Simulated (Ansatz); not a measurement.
`O[Si](O)(F)[SiH2]F` + `[BH2][GaH2]` → `F[SiH2][GaH2]` + `B[Si](O)(O)F`  (redistribution)

Gas-phase electronic energies from Ansatz, PBE0-D4/def2-TZVP geometries. CCSD(T)/CBS adds triple-zeta CCSD(T) − MP2 to the extrapolated MP2 energy (def2 sets, frozen cores). Functionals use def2-TZVPP. B3LYP here is the variant with VWN-RPA as its local correlation; programs differ in this. For Ga outer-core shells are correlated without core-valence functions, which leaves a few kJ/mol of doubt a bond. Scalar relativity is left out up to krypton. One conformer a species, not always the lowest.

`O[Si](O)(F)[SiH2]F`:

Z-matrix (Å, degrees):
```
Si
O 1 1.623
F 1 1.600 2 111.3
O 1 1.634 2 108.2 3 117.7
Si 1 2.342 2 106.6 3 -118.3
H 2 0.960 1 119.3 3 -79.3
H 4 0.959 1 118.5 2 -160.0
F 5 1.609 1 108.0 2 -175.6
H 5 1.485 1 112.2 2 65.4
H 5 1.485 1 111.1 2 -57.6
```

`[BH2][GaH2]`:

Cartesian coordinates in Å:
```
B -0.978 -0.503 0.008
Ga 0.857 0.443 -0.007
H -1.400 -1.059 0.982
H -1.689 -0.533 -0.957
H 1.026 1.961 0.380
H 2.184 -0.309 -0.406
```

`F[SiH2][GaH2]`:

```xyz
7

F     1.753    0.550   -1.212
Si    0.947   -0.354   -0.151
Ga   -1.295    0.471    0.217
H     0.937   -1.748   -0.680
H     1.741   -0.363    1.110
H    -1.858    1.742   -0.511
H    -2.224   -0.299    1.227
```

`B[Si](O)(O)F`:

Cartesian coordinates in Å:
```
B -1.267 0.550 -0.875
Si 0.172 -0.285 0.243
O 1.247 0.765 0.898
O 1.041 -1.353 -0.622
F -0.585 -1.020 1.452
H -1.616 0.088 -1.919
H -1.821 1.539 -0.496
H 0.940 1.349 1.593
H 1.889 -1.633 -0.272
```

Is it downhill or uphill in electronic energy at CCSD(T)/CBS, and by how much? (Estimate.)

Ansatz gave: Downhill: ΔE = -8.4 kJ/mol.

What do these levels give: LDA (SPW92), r2SCANh-D4, BLYP, PBE0, B3LYP, LC-ωPBE, HF/def2-SVP, MP2/def2-SVP, SCS-MP2/def2-TZVPP, CCSD/def2-TZVPP, CCSD(T)/def2-TZVPP, HF/def2-QZVPP? (Best estimate.)

The calculation gave: LDA (SPW92) -4.2, r2SCANh-D4 -7.5, BLYP -9.6, PBE0 -9.7, B3LYP -10.7, LC-ωPBE -9.0, HF/def2-SVP -19.8, MP2/def2-SVP -15.6, SCS-MP2/def2-TZVPP -11.2, CCSD/def2-TZVPP -11.3, CCSD(T)/def2-TZVPP -10.5, HF/def2-QZVPP -15.3 kJ/mol.

Largest T1 diagnostic among the species: 0.014.

In def2-TZVPP, CCSD(T) changes the Hartree–Fock value by +4.7 kJ/mol (the triples alone add +0.7 kJ/mol) and MP2 by +5.3 kJ/mol. At CCSD(T), def2-SVP lies −8.1 kJ/mol from the extrapolated value and def2-TZVPP −2.1 kJ/mol. Leaving LDA and LC-ωPBE aside and taking each functional with its dispersion term where it has one, the values, not all of them listed here, spread over 4.3 kJ/mol, from BHLYP-D4 to PBE-D4. LDA lies +3.6 kJ/mol from PBE without D4.
